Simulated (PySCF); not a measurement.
**Dipole response of Si (silicon, neutral)**

[Ne] 3s2 3p2, high-spin 3P determinant. Calculation: PySCF 2.14, in aug-cc-pwCVTZ (8s7p5d3f, 75 functions); the non-relativistic Hamiltonian (point nucleus). Coupled (time-dependent) response in atomic units; α is the mean over directions.

```tsv
method	mean α (bohr³)	α xx, yy, zz	C₆ (like pair)	S(−4)
UHF	38.54	32.63, 41.49, 41.49	318.4	548.4
PBE	41.28	33.68, 45.08, 45.08	341.3	717.4
PBE0	39.65	32.90, 43.03, 43.03	325.9	625.5
B3LYP	40.53	33.32, 44.14, 44.14	332.9	681.7
BLYP	42.29	34.18, 46.35, 46.35	349.9	783.2
```

S(−4) is the Cauchy moment in α(ω) = α(0) + S(−4) ω² + …

Reference α: 37.3 ± 0.7 bohr³ (recommended; Schwerdtfeger and Nagle, table of static dipole polarizabilities (2023 update)). Published C₆: 305.0 (Chu and Dalgarno (2004); Tang, Norbeck and Certain (1976)).

α(iu) at PBE0:

| u (hartree) | α(iu) (bohr³) |
| --- | --- |
| 0 | 39.65 |
| 0.0500 | 38.17 |
| 0.100 | 34.46 |
| 0.200 | 25.45 |
| 0.300 | 18.21 |
| 0.500 | 9.881 |
| 0.750 | 5.380 |
| 1.00 | 3.356 |
| 1.50 | 1.690 |
| 2.00 | 1.044 |
| 3.00 | 0.5446 |
| 5.00 | 0.2500 |

The components differ because the open shell of this determinant is not spherical; for a pure term their mean is the scalar polarisability.
